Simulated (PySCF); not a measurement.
Run record: excited-state job, `C12C3C4C5C3C1C5C24` (cubane).

Computed with TDDFT CAM-B3LYP/def2-SVPD, vertical, gas phase, core orbitals frozen in the response (PySCF 2.14.0, density-fitted response routines). Geometry: GFN2-xTB. The input is one job of a driver script: a line of settings, then coordinates in Å.

Input:
```
{"job": {"kind": "uv", "xc": "CAM-B3LYP", "basis": "def2-SVPD", "nstates": 8, "ntriplets": 3}, "charge": 0, "multiplicity": 1}
C     -0.695253     0.886573    -0.720530
C     -1.194395     0.197683     0.567191
C      0.167993     0.468683     1.239657
C      0.667053     1.157649    -0.047951
C      1.193433    -0.196450    -0.568470
C     -0.168708    -0.467373    -1.241022
C     -0.668095    -1.156511     0.046404
C      0.694262    -0.885544     0.719069
H     -1.258644     1.604778    -1.304557
H     -2.162317     0.357141     1.028076
H      0.305276     0.847956     2.245501
H      1.207941     2.095940    -0.086966
H      2.161362    -0.356507    -1.028766
H     -0.305052    -0.846788    -2.246771
H     -1.209967    -2.094438     0.084480
H      1.257511    -1.603846     1.303243
```

Output:
```
coarse grid: 13648 points
cycle   1  E = -308.9811780853  dE =  2.238e+00  |g| = 2.717e-01  |ddm| = 5.727e+01
cycle   2  E = -308.9938314192  dE = -1.265e-02  |g| = 2.168e-01  |ddm| = 1.961e+00
cycle   3  E = -309.0047209034  dE = -1.089e-02  |g| = 5.972e-02  |ddm| = 5.311e-01
cycle   4  E = -309.0055150498  dE = -7.941e-04  |g| = 6.054e-03  |ddm| = 1.990e-01
cycle   5  E = -309.0055255980  dE = -1.055e-05  |g| = 4.022e-04  |ddm| = 3.420e-02
cycle   6  E = -309.0055256930  dE = -9.501e-08  |g| = 3.703e-05  |ddm| = 7.174e-03
final grid: 132640 points
cycle   7  E = -309.0750839928  dE = -5.257e-05  |g| = 3.807e-03  |ddm| = 3.232e-01
cycle   8  E = -309.0750834419  dE =  5.509e-07  |g| = 4.359e-03  |ddm| = 2.438e-02
cycle   9  E = -309.0750878338  dE = -4.392e-06  |g| = 1.402e-04  |ddm| = 8.870e-03
cycle  10  E = -309.0750878422  dE = -8.400e-09  |g| = 3.896e-05  |ddm| = 1.548e-03
cycle  11  E = -309.0750878428  dE = -5.446e-10  |g| = 7.471e-06  |ddm| = 2.835e-04
converged SCF energy = -309.0750878428

Static polarisability (au): isotropic 71.846, principal 71.839 71.842 71.856

Singlet excitations
state   eV       nm        f      main configurations
  1   7.2923    170.0   0.00000   H->L+2 0.41, H-1->L+1 0.40
  2   7.2944    170.0   0.00000   H->L+3 0.45, H-2->L+1 0.36
  3   7.2953    170.0   0.00000   H-1->L+3 0.42, H-2->L+2 0.40
  4   7.3266    169.2   0.00000   H-1->L+2 0.45, H-2->L+3 0.13, H-1->L+1 0.11
  5   7.3277    169.2   0.00000   H-2->L+1 0.40, H->L+3 0.37
  6   7.4388    166.7   0.00838   H-1->L+1 0.31, H->L+2 0.31, H->L+1 0.17
  7   7.4408    166.6   0.00839   H-2->L+3 0.42, H->L+1 0.36
  8   7.4417    166.6   0.00843   H-1->L+3 0.43, H-2->L+2 0.41

Triplet excitations (Tamm-Dancoff, eV): 7.0176 7.1427 7.1448
```

The SCF starts on a coarse grid where the log names one; the energy can jump when the final grid takes over, and dE then counts from the start density on the new grid. H and L stand for HOMO and LUMO; the number after each pair is its weight.

**Question.** How does the lowest singlet excitation compare with the HOMO–LUMO gap?

**Answer.** HOMO -8.75 eV and LUMO 1.56 eV give a gap of 10.31 eV; S1 at 7.29 eV lies 3.02 eV below it.

**Question.** Give S1 in cm⁻¹ and kJ/mol.

**Answer.** 7.2923 eV × 8065.54 = 58816 cm⁻¹; × 96.485 = 703.6 kJ/mol.

Summary of the converged run: HOMO -8.75 eV, LUMO 1.56 eV; lowest singlet 7.29 eV; lowest triplet 7.02 eV (Tamm–Dancoff); mean polarisability 71.8 au.

**Question.** Estimate the wall time. Hardware: one thread of an Arm Neoverse V1, no GPU (shared host).

**Answer.** About 55 s.
Labels such as C1 count atoms from 1, the log's own numbers from 0.
